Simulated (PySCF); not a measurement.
This PySCF input asks for the NMR shieldings of SMILES CCCC[N@@+](C)([AlH3-])CC(F)(F)F, C7H17AlF3N; the geometry comes from PBE0-D3(BJ)/def2-SVP.

```python
import basis_set_exchange as bse
import numpy as np
from pyscf import gto, dft
from pyscf.prop import nmr

atoms = """
C     4.075667   -0.798122    0.108707
C     2.932602    0.119673   -0.291972
C     1.562491   -0.473040    0.014565
C     0.451104    0.468434   -0.407423
N    -0.925341   -0.016879   -0.128145
C    -1.252201   -1.234147   -0.893769
Al   -1.142672   -0.512955    1.914814
C    -1.922327    1.046935   -0.304408
C    -2.042483    1.723199   -1.659648
F    -0.966422    2.446808   -1.981505
F    -2.248739    0.854974   -2.655916
F    -3.084475    2.553893   -1.624548
H     4.025085   -1.758527   -0.429014
H     5.053007   -0.343720   -0.112454
H     4.047599   -1.021962    1.186691
H     2.999874    0.349371   -1.370390
H     3.033278    1.088030    0.228725
H     1.465802   -1.442352   -0.502354
H     1.486576   -0.689199    1.092569
H     0.561727    1.424163    0.127361
H     0.544166    0.686267   -1.484987
H    -1.083025   -1.096306   -1.971677
H    -2.306395   -1.491311   -0.723087
H    -0.637506   -2.064926   -0.527169
H    -2.749908   -0.576544    1.952523
H    -0.380458   -1.917620    2.043938
H    -0.450774    0.795049    2.547844
H    -2.912706    0.636897   -0.062691
H    -1.718706    1.843332    0.428608
"""
names = dict.fromkeys(["C", "N", "Al", "F", "H"], "pcSseg-1")
basis = {el: gto.basis.parse(bse.get_basis(n, elements=[el], fmt="nwchem")) for el, n in names.items()}
mol = gto.M(atom=atoms, basis=basis, charge=0, verbose=0)
mf = dft.RKS(mol, xc="PBE0")
mf.grids.level = 2
mf.grids.alignment = dft.numint.BLKSIZE   # the property module wants whole blocks of grid points
mf.conv_tol = 1e-9
mf.kernel()

calc = nmr.RKS(mf)   # GIAO
C = mf.mo_coeff
Co = C[:, mf.mo_occ > 0]
resp = mf.gen_response(singlet=True, hermi=2)
def vind(x):   # induced exchange potential for any number of trial vectors
    d = np.einsum("pi,xij,qj->xpq", C, 2 * x.reshape(-1, C.shape[1], Co.shape[1]), Co, optimize=True)
    return np.einsum("xpq,pi,qj->xij", resp(d - d.transpose(0, 2, 1)), C, Co, optimize=True).ravel()
mo1, _ = nmr.rhf.solve_mo1(calc, with_cphf=vind)
sigma = calc.kernel(mo1)
for i, s in enumerate(sigma):   # ppm
    w = np.linalg.eigvalsh((s + s.T) / 2)
    print("%2d %-2s iso %8.1f  s11 %8.1f  s22 %8.1f  s33 %8.1f" % (i, mol.atom_pure_symbol(i), w.mean(), *w))
```

Problem. What does it print?

Solution. 
```
 0 C  iso    168.3  s11    157.0  s22    161.7  s33    186.2
 1 C  iso    160.4  s11    150.0  s22    158.8  s33    172.5
 2 C  iso    153.0  s11    136.1  s22    153.5  s33    169.4
 3 C  iso    124.5  s11     99.8  s22    114.5  s33    159.1
 4 N  iso    212.3  s11    187.6  s22    208.0  s33    241.4
 5 C  iso    142.6  s11    119.5  s22    127.9  s33    180.3
 6 Al iso    404.9  s11    381.9  s22    397.1  s33    435.7
 7 C  iso    125.1  s11    106.9  s22    114.6  s33    153.8
 8 C  iso     54.1  s11     50.5  s22     55.4  s33     56.4
 9 F  iso    248.3  s11    166.1  s22    257.1  s33    321.7
10 F  iso    256.3  s11    176.6  s22    265.8  s33    326.4
11 F  iso    250.8  s11    171.5  s22    243.6  s33    337.1
12 H  iso     30.3  s11     25.9  s22     28.7  s33     36.3
13 H  iso     30.0  s11     25.2  s22     27.0  s33     37.7
14 H  iso     30.2  s11     25.7  s22     28.6  s33     36.1
15 H  iso     30.2  s11     24.7  s22     30.9  s33     35.1
16 H  iso     30.1  s11     24.7  s22     30.6  s33     34.9
17 H  iso     29.9  s11     24.5  s22     32.5  s33     32.9
18 H  iso     29.1  s11     22.9  s22     30.9  s33     33.6
19 H  iso     28.6  s11     24.4  s22     29.3  s33     32.1
20 H  iso     28.6  s11     22.1  s22     31.0  s33     32.6
21 H  iso     28.7  s11     24.0  s22     28.2  s33     33.9
22 H  iso     28.8  s11     25.4  s22     26.0  s33     34.9
23 H  iso     28.1  s11     23.7  s22     27.1  s33     33.4
24 H  iso     27.4  s11     23.8  s22     26.7  s33     31.7
25 H  iso     27.1  s11     23.7  s22     26.6  s33     31.1
26 H  iso     27.2  s11     24.2  s22     26.0  s33     31.4
27 H  iso     27.9  s11     22.4  s22     29.0  s33     32.2
28 H  iso     28.0  s11     23.2  s22     28.9  s33     31.8
```

These numbers come from an equivalent density-fitted implementation of the same equations, which agrees with the script to about 0.01 ppm for H and up to a few tenths of a ppm for heavy atoms, so last digits may differ.

Problem. Turn these shieldings into chemical shifts. δ = σ(ref) − σ, references computed at the same level: TMS for 13C (σ = 184.41 ppm) and 1H (σ = 31.27 ppm); NH3 for 15N (σ = 265.67 ppm); 27Al (σ = 489.28 ppm) vs AlH4-; 19F (σ = 177.25 ppm) against CFCl3.

Solution. Averaging equivalent atoms: C 8: 130.3; C 3: 59.9; C 7: 59.3; C 5: 41.8; C 2: 31.4; C 1: 24.0; C 0: 16.1; N 4: 53.3; Al 6: 84.4; F 9/10/11: -74.5; H 24/25/26: 4.03; H 27: 3.40; H 28: 3.27; H 21/22/23: 2.74; H 19: 2.69; H 20: 2.68; H 18: 2.17; H 17: 1.33; H 16: 1.19; H 12/13/14: 1.13; H 15: 1.04 ppm. Unscaled 19F shifts against computed CFCl3 carry errors that often reach 10 to 50 ppm. Experimental scales use liquid or dissolved standards, which lie at an offset from isolated NH3 (liquid NH3: subtract about 20 ppm).

Size and cost of the density-fitted run: 296 basis functions; peak memory 2.3 GiB.
